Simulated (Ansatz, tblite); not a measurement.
Removing an electron: [In(CN)H3]- (CH3InN⁻). Total charge -1; singlet. Geometry: r2SCAN-D4/def2-TZVPD. Ansatz, gas phase; energy differences of separate SCF runs; the oxidised species was run as a doublet alone.

```xyz
6

In   -0.618    0.338   -0.052
C     1.336   -0.734    0.111
N     2.355   -1.287    0.201
H    -1.175    0.542    1.602
H    -1.650   -0.717   -1.009
H    -0.248    1.858   -0.853
```

In the def2 sets In takes a core potential; there is no spin–orbit coupling. The xTB rows come from tblite. HOMO above LUMO, or a gap near zero within one spin, warns that the state may not be the lowest or that an electron is smeared out.

(1) Estimate orbital energies and vertical ionisation energies at: GFN1-xTB; r2SCAN-D4/def2-TZVPD; PBE0-D4/def2-TZVPD.

Results:

(1) 
| level | −HOMO (eV) | vertical IE (eV) | −LUMO (eV) | HOMO–LUMO gap (eV) | remarks |
| --- | --- | --- | --- | --- | --- |
| GFN1-xTB | 6.89 | 9.48 | 1.07 | 5.82 | – |
| r2SCAN-D4/def2-TZVPD | 2.30 | 5.03 | -3.57 | 5.87 | gap within one spin near zero (doublet) |
| PBE0-D4/def2-TZVPD | 3.17 | 5.21 | -3.25 | 6.42 | – |

Relaxing the oxidised species (r2SCAN-D4/def2-TZVPD) changes its energy by -0.87 eV at PBE0-D4/def2-TZVPD, so the adiabatic ionisation energy to this nearest minimum is 4.34 eV.  Run but left out: PBE-D4/def2-TZVPD (neutral doublet: an occupied level 0.15 eV above an empty one).  Raw xTB energy differences between charge states are shifted by several eV; the methods need an empirical correction for them.
